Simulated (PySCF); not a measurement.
## Vibration and rotation of TlC⁻

ROHF-CCSD(T) constants of TlC⁻, triplet, unpaired electrons σ ↑, π ↑ (PySCF, scalar-relativistic core potentials, basis sets Tl def2-SVPD with ECP60, C def2-SVPD; masses 204.9744 and 12.0000 u):

```
ωe              : 431.4 cm⁻¹
ωexe            : 3.94 cm⁻¹
Be              : 0.30193 cm⁻¹
αe              : 0.00329 cm⁻¹
D (centrifugal) : 5.91e-07 cm⁻¹
```

(1) Give the vibrational terms G(v) and spacings up to v = 6.

Correlated steps freeze 5 core orbitals. Spin–orbit coupling is left out, which matters for elements this heavy, above all for dissociation energies. The CCSD T1 diagnostic is raised, a sign that a single reference may not be enough here. The state is the lowest determinant that a PBE0 search found; another state may lie lower at other levels.

Answers

(1) G(v) = ωe(v+½) − ωexe(v+½)².

```csv
v,G(v) (cm⁻¹),G(v) − G(v−1),Bv (cm⁻¹)
0,215,,0.3003
1,638,424,0.2970
2,1054,416,0.2937
3,1462,408,0.2904
4,1862,400,0.2871
5,2254,392,0.2838
6,2638,384,0.2805
```
